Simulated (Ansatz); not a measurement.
Start from `ClB(Br)Br` and change one atom or group to get `BrBBr`.

Ansatz, PBE0-D4/def2-TZVP geometries, multiplicity 1. 

Scalar relativity is left out up to krypton.

```tsv
property	`ClB(Br)Br`
LUMO energy (PBE/def2-TZVPP) / eV	-2.82
HOMO–LUMO gap (B3LYP/def2-TZVPP) / eV	6.05
size of the dipole moment (ωB97M-V/def2-TZVPP) / D	0.08
HOMO–LUMO gap (PBE0/def2-TZVPP) / eV	6.48
HOMO energy (PBE0/def2-TZVPP) / eV	-8.45
HOMO energy (ωB97M-V/def2-TZVPP) / eV	-10.65
```

Q: What does the change do to each property? (An estimate is asked.)

A: Ansatz gave: 
```json
{"property": "LUMO energy (PBE/def2-TZVPP) / eV", "`BrBBr`": "-2.93", "shift": "-0.11"}
{"property": "HOMO–LUMO gap (B3LYP/def2-TZVPP) / eV", "`BrBBr`": "6.06", "shift": "0.01"}
{"property": "size of the dipole moment (ωB97M-V/def2-TZVPP) / D", "`BrBBr`": "0.39", "shift": "0.31"}
{"property": "HOMO–LUMO gap (PBE0/def2-TZVPP) / eV", "`BrBBr`": "6.50", "shift": "0.02"}
{"property": "HOMO energy (PBE0/def2-TZVPP) / eV", "`BrBBr`": "-8.54", "shift": "-0.09"}
{"property": "HOMO energy (ωB97M-V/def2-TZVPP) / eV", "`BrBBr`": "-10.74", "shift": "-0.09"}
```

Dipoles are sizes alone; their direction can turn.

B3LYP here is the variant with VWN-RPA as its local correlation; programs differ in this.

Spin–orbit coupling is left out; it splits and shifts lone-pair levels of the heavy atoms by tenths of an eV.
